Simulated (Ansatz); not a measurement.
Gas-phase reaction in SMILES: N[SiH2][OH+][SiH2]N -> N[SiH2]O[SiH2][NH3+]
Geometries: B3LYP-D3(BJ)/def2-TZVP minima from Ansatz (an electronic-structure program), one conformer each, not searched for the lowest.

Wanted: isomerisation energy (electronic energy difference), in eV. Cores are frozen in the correlated levels unless marked. No spin-orbit coupling. No relativistic terms. CBS(X,Y): correlation extrapolated as X^-3; Hartree-Fock from the larger set.

```json
[
 {"level": "PBE-D4/def2-TZVPD", "program": "Ansatz + dftd4", "isomerisation energy (eV)": "-1.01"},
 {"level": "BLYP-D3(BJ)/def2-TZVPD", "program": "Ansatz + dftd3", "isomerisation energy (eV)": "-0.99"},
 {"level": "B3LYP-D3(BJ)/def2-TZVPD", "program": "Ansatz + dftd3", "isomerisation energy (eV)": "-1.01"},
 {"level": "PBE0/STO-3G", "program": "Ansatz", "isomerisation energy (eV)": "-0.66"},
 {"level": "BHLYP/def2-TZVPD", "program": "Ansatz", "isomerisation energy (eV)": "[?]"},
 {"level": "HSE06/def2-TZVPD", "program": "Ansatz", "isomerisation energy (eV)": "-1.00"},
 {"level": "wB97X-V/def2-TZVPD", "program": "Ansatz", "isomerisation energy (eV)": "-0.99"},
 {"level": "B2GP-PLYP-D3(BJ)/def2-TZVPD", "program": "Ansatz + dftd3", "isomerisation energy (eV)": "-1.03"},
 {"level": "B2GP-PLYP/def2-TZVPD", "program": "Ansatz", "isomerisation energy (eV)": "-1.00"},
 {"level": "RPA@PBE/cc-pV(T+d)Z", "program": "Ansatz", "isomerisation energy (eV)": "[?]"},
 {"level": "SCS-MP2/cc-pV(Q+d)Z", "program": "Ansatz", "isomerisation energy (eV)": "-1.00"},
 {"level": "CCSD/cc-pVTZ", "program": "Ansatz", "isomerisation energy (eV)": "-0.99"},
 {"level": "CCSD(T)/CBS(cc-pV(T+d)Z,cc-pV(Q+d)Z)", "program": "Ansatz", "isomerisation energy (eV)": "-1.01"}
]
```

What belongs in the gaps?


- BHLYP/def2-TZVPD, isomerisation energy (eV): -0.98
- RPA@PBE/cc-pV(T+d)Z, isomerisation energy (eV): -1.02
